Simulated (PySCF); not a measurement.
Species: isopropyldifluoroborane, C3H7BF2.
Atom-mapped SMILES: `[CH3:1][CH:2]([CH3:3])[B:4]([F:5])[F:6]` (hydrogens: H7, H8, H9 on C1; H10 on C2; H11, H12, H13 on C3)

A GFN2-xTB structure was refined with PySCF 2.14.0, PBE0-D3(BJ)/def2-SVP geometry optimisation, gas phase. Its GFN2-xTB values:

```csv
coordinate,GFN2-xTB
C1–C2,1.544 Å
C1–H7,1.063 Å
C2–C3,1.517 Å
C2–B4,1.577 Å
C2–H10,1.085 Å
B4–F5,1.292 Å
C1–C2–C3,109.2°
C1–C2–B4,113.0°
C2–B4–F5,126.6°
C2–B4–F6,121.1°
C3–C2–B4,112.0°
F5–B4–F6,112.3°
C1–C2–B4–F5,119°
```

Question: How do these coordinates change at the PBE0-D3(BJ)/def2-SVP level?

Answer: 
```
 coordinate  PBE0-D3(BJ)/def2-SVP (Å or °)  change
      C1–H7                          1.102  +0.039
      B4–F5                          1.322  +0.030
     C2–H10                          1.107  +0.022
      C2–B4                          1.565  -0.012
      C1–C2                          1.536  -0.008
      C2–C3                          1.525  +0.008
   C1–C2–B4                          109.0    -4.0
   C2–B4–F5                          122.9    -3.7
   F5–B4–F6                          115.9    +3.6
   C1–C2–C3                          112.5    +3.3
   C3–C2–B4                          113.4    +1.4
   C2–B4–F6                          121.2    +0.1
C1–C2–B4–F5                            118      -1
```

The energy falls by 0.151 eV over 11 energy and gradient evaluations, the largest force component goes from 0.0419 to 2.2e-04 Eh/bohr, and the atoms move by 0.054 Å rms after alignment. The bond that changes most is C1–H7 (methyl carbon to methyl hydrogen), which lengthens by 0.039 Å. Bonds longer at the end by more than 0.005 Å: 7 of 12; shorter: 4. Rotational constants go from 4751, 2729, 1929 to 4592, 2820, 1975 MHz.

The run used 119 basis functions and 67 SCF cycles in all. Time: 55 s wall; peak memory 0.52 GiB. Hardware: an Arm Neoverse V1 with one thread, on a shared host.

Not checked by PBE0-D3(BJ)/def2-SVP frequencies. One conformer, not necessarily the lowest.

Conformer computed: `[CH3:1][CH:2]([CH3:3])[B:4]([F:5])[F:6]`: C1–C2–B4–F5 118°.
